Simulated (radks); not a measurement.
Effect of the nuclear size on neutral tungsten, [Xe] 4f14 5d4 6s2. Calculated with a radial shooting solver on a logarithmic mesh with Libxc functionals: Dirac Kohn-Sham, exchange-only LDA, spin-unpolarised, spherical densities, finite nucleus; open shells are shared between the two j in proportion to 2j + 1; Fermi nuclear charge, rms radius 5.3658 fm. The rms radius is varied about that value; shifts are against it.

rms radius (fm)  total energy shift (eV)  density at nucleus (e/bohr^3)  1s1/2 shift (meV)  2s1/2 shift (meV)  5s1/2 shift (meV)  5p1/2 shift (meV)  6s1/2 shift (meV)  5d5/2 shift (meV)  6p1/2 (empty) shift (meV)
4.3248                             -20.9                      1.529e+06              -8490              -1200              -10.9              0.650             -0.729              0.640                      0.217
4.8507                             -10.7                      1.469e+06              -4350               -613              -5.59              0.333             -0.374              0.328                      0.111
5.3658                                 0                      1.419e+06              0.000              0.000              0.000              0.000              0.000              0.000                      0.000
5.7253                              7.91                      1.387e+06               3210                451               4.12             -0.245              0.275             -0.242                     -0.082
6.2834                              20.8                      1.343e+06               8450               1190               10.9             -0.645              0.725             -0.637                     -0.216

Slopes of the eigenvalues against <r^2> in GHz/fm^2, as finite differences over the two radii next to the reference (eigenvalue slopes, not the field-shift constants of lines): 1s1/2 198000, 2s1/2 27800, 5s1/2 254, 5p1/2 -15.1, 6s1/2 17.0, 5d5/2 -14.9, 6p1/2 (empty) -5.04.
